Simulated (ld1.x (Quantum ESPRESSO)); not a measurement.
# Ba (Z = 56), TM: configuration errors across variants

```
Element                 : Ba
Generator               : ld1.x (Quantum ESPRESSO) 7.5
Type                    : norm-conserving Troullier–Martins (Kleinman–Bylander form)
Functional              : PBE
Relativity              : scalar-relativistic
Frozen core             : [Kr] 4d10 5s2
Valence charge          : 8
Reference configuration : 5p6 5d0 6s0 6p0 (charge +2)
Partial waves           : 6s (bound, empty): rc 2.95 bohr; 5p (bound): rc 2.55 bohr; 5d (bound, empty): rc 3.90 bohr
Local potential         : the d channel
Core correction         : none
```

All-electron excitation energies from the reference (eV): (1) 5p6 5d0 6s2 6p0 -15.344; (2) 5p6 5d0 6s1 6p0 -9.982; (3) 5p6 5d0 6s1.5 6p0 -13.208; (4) 5p6 5d1 6s0 6p0 -9.300; (5) 5p6 5d0 6s1 6p1 -13.315; (6) 5p6 5d0 6s0 6p2 -11.203; (7) 5p6 5d0.5 6s1.5 6p0 -14.706.

A true bound ghost makes a file unfit for plane-wave use even where its test errors are small: the radial tests pick states by their node count and pass the ghost by.

Errors AE − PS in meV (a dash: test not solved or not reliable):

| change | (1) | (2) | (3) | (4) | (5) | (6) | (7) | bound ghosts |
| --- | --- | --- | --- | --- | --- | --- | --- | --- |
| base | -34 | +1.9 | -10 | +18 | +31 | +89 | -40 | s |
| core correction a·sin(br)/r model core inside 1.10 bohr | -115 | -18 | -55 | -8.8 | -2.0 | +70 | -105 | s |
| core correction a·sin(br)/r model core inside 1.34 bohr | -112 | -18 | -54 | -8.7 | -1.6 | +70 | -103 | s |
| core correction a·sin(br)/r model core inside 1.78 bohr | -105 | -17 | -51 | -9.0 | -0.5 | +70 | -99 | s |
| core correction a·sin(br)/r model core inside 2.02 bohr | -99 | -16 | -49 | -9.5 | +0.4 | +70 | -96 | s |
| core correction a·sin(br)/r model core inside 2.38 bohr | -81 | -13 | -40 | -8.7 | +3.8 | +70 | -83 | s |
| core correction a·sin(br)/r model core inside 3.12 bohr | -60 | -7.4 | -28 | +7.9 | +10 | +72 | -63 | s |

Give the same row for: core correction a·sin(br)/r model core inside 2.70 bohr.

-64, -9.8, -31, -3.7, +7.5, +71, -69; bound ghosts: s.
